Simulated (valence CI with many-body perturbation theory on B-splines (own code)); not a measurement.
# Sm XIV: magnetic and hyperfine properties of the levels

Computed by relativistic CI+MBPT: three valence electrons over a frozen Dirac-Fock core [Kr] 4d10, radial functions for each j: 8 s, 8 p, 9 d, 9 f, 6 g, 3 h, 2 i, with the one-electron correlation potential Σ1 (screened to all orders), the two-electron term Σ2, the three-electron term Σ3, Breit, model QED; selected single and double excitations, second order for the rest (own B-spline code, finite nucleus).

No measured levels were compared; by estimate terms of the open shell hold to a few per cent of their energy, and close levels can change places; configurations with another count of f electrons can be misplaced by thousands of cm⁻¹. Core correlation moves these levels by up to 57000 cm⁻¹, and in measured spectra 5 to 20 % of such shifts remained as error; rates that hang on mixing are uncertain with them.

A/g_I is the dipole constant over the nuclear g factor μ/I (μ in nuclear magnetons, uniformly magnetised nucleus), B/Q the quadrupole constant per barn. Both hold the static response of the core; the bare values leave it out. Large factors of s and p1/2 electrons are usually good to 5 to 10 %; those of open d and f shells near neutrality can be off by tens of per cent, and small factors of p3/2, d and f electrons come from cancelling terms and can be off by a factor of two or in sign, in half-filled shells by more. B is blank for J = 1/2, where it vanishes, and for nearly pure S terms. Energies count from the lowest level.

Names give the largest LS component (configuration and term), which can be under half, so a name can repeat, a term be missing and a line seem to break the LS rules; names also repeat where a configuration has a term twice. Letters in brackets count levels of one name in rising energy.

| Level | E (eV) | g | A/g_I (MHz) | A/g_I bare | B/Q (MHz/b) | B/Q bare |
| --- | --- | --- | --- | --- | --- | --- |
| 4f 5s2 2F°_5/2 | 0.000 | 0.855 | 1210 | 1200 | 1610 | 1360 |
| 4f 5s2 2F°_7/2 | 0.768 | 1.142 | 669 | 825 | 1880 | 1550 |
| 4f2 5s 4H_7/2 | 2.603 | 0.671 | -12600 | -11800 | 1450 | 1200 |
| 4f2 5s 4H_9/2 | 2.884 | 0.969 | 5280 | 5030 | 1430 | 1170 |
| 4f2 5s 4H_11/2 | 3.306 | 1.131 | 8960 | 8550 | 1610 | 1300 |
| 4f2 5s 4F_3/2 | 3.710 | 0.408 | -23700 | -22300 | -328 | -268 |
| 4f2 5s 4H_13/2 | 3.781 | 1.229 | 10200 | 9800 | 1870 | 1500 |
| 4f2 5s 4F_5/2 | 3.895 | 1.027 | 8440 | 7980 | -334 | -279 |
| 4f2 5s 4F_7/2 | 4.149 | 1.223 | 11400 | 10800 | -364 | -312 |
| 4f2 5s 2H_9/2 | 4.174 | 1.083 | 5800 | 5610 | 781 | 636 |
| 4f2 5s 4F_9/2 | 4.400 | 1.124 | 8310 | 7950 | 518 | 423 |
| 4f2 5s 2G_7/2 | 4.925 | 0.928 | -9700 | -8930 | 218 | 176 |
| 4f2 5s 2H_11/2 | 5.068 | 1.089 | -5860 | -5250 | 1870 | 1520 |
| 4f2 5s 2F_5/2 | 5.280 | 0.875 | 932 | 888 | -548 | -454 |
| 4f2 5s 2G_9/2 | 5.282 | 1.142 | 14400 | 13600 | 263 | 219 |
| 4f2 5s 2F_7/2 | 5.971 | 1.109 | -9610 | -8720 | -475 | -398 |
| 4f2 5s 2D_5/2 | 6.824 | 1.267 | 25600 | 24100 | -1060 | -874 |
| 4f2 5s 2D_3/2 | 6.892 | 0.868 | -22600 | -20900 | -635 | -523 |
| 4f2 5s 4P_1/2 | 7.334 | 2.655 | 79200 | 75000 |  |  |
| 4f2 5s 4P_3/2 | 7.533 | 1.673 | 32300 | 30600 | 717 | 585 |
| 4f2 5s 2I_13/2 | 7.786 | 1.077 | 10500 | 9920 | 3660 | 2990 |
| 4f2 5s 2I_11/2 | 7.795 | 0.923 | -8830 | -8130 | 3520 | 2870 |
| 4f2 5s 4P_5/2 | 7.878 | 1.513 | 25500 | 24200 | -1150 | -931 |
| 4f2 5s 2P_1/2 | 8.757 | 0.683 | 4710 | 3970 |  |  |
| 4f2 5s 2P_3/2 | 9.061 | 1.313 | -17200 | -15600 | -1080 | -892 |
| 4f3 4I°_9/2 | 9.809 | 0.733 | 1380 | 1200 | 573 | 468 |
| 4f3 4I°_11/2 | 10.231 | 0.965 | 898 | 941 | 597 | 472 |
| 4f3 4I°_13/2 | 10.668 | 1.106 | 611 | 791 | 667 | 515 |
| 4f3 4I°_15/2 | 11.114 | 1.197 | 430 | 702 | 771 | 587 |
| 4f3 4F°_3/2 | 12.162 | 0.437 | 1860 | 1330 | -401 | -318 |
| 4f3 2H°_9/2 [a] | 12.262 | 0.983 | 924 | 1010 | -512 | -412 |
| 4f3 4F°_5/2 | 12.402 | 1.032 | 719 | 810 | -377 | -305 |
| 4f3 4F°_7/2 | 12.598 | 1.197 | 432 | 707 | -724 | -591 |
| 4f3 4S°_3/2 | 12.608 | 1.940 | -1000 | 40.3 |  |  |
| 4f3 4F°_9/2 | 12.858 | 1.242 | 355 | 679 | -690 | -560 |
| 4f3 2H°_11/2 [a] | 12.986 | 1.097 | 596 | 756 | -160 | -143 |
| 4f3 2G°_7/2 | 13.293 | 0.945 | 919 | 935 | -264 | -200 |
| 4f3 4G°_5/2 | 13.380 | 0.575 | 1640 | 1270 | -99.4 | -69.6 |
| 4f3 2K°_13/2 | 13.633 | 0.935 | 944 | 953 | 2010 | 1610 |
| 4f2 5s 2S_1/2 | 13.693 | 1.998 | 127000 | 118000 |  |  |

(1) Take the isotope of mass number 147, with I = 7/2, μ = -0.809 μN and Q = -0.26 b. What is the hyperfine structure of 4f 5s2 2F°_5/2?

Results:

(1) From the table A = -279 MHz, B = -419 MHz. Shifts from the centre of gravity in MHz: F = 1: 2910, F = 2: 2480, F = 3: 1770, F = 4: 753, F = 5: -657, F = 6: -2550.
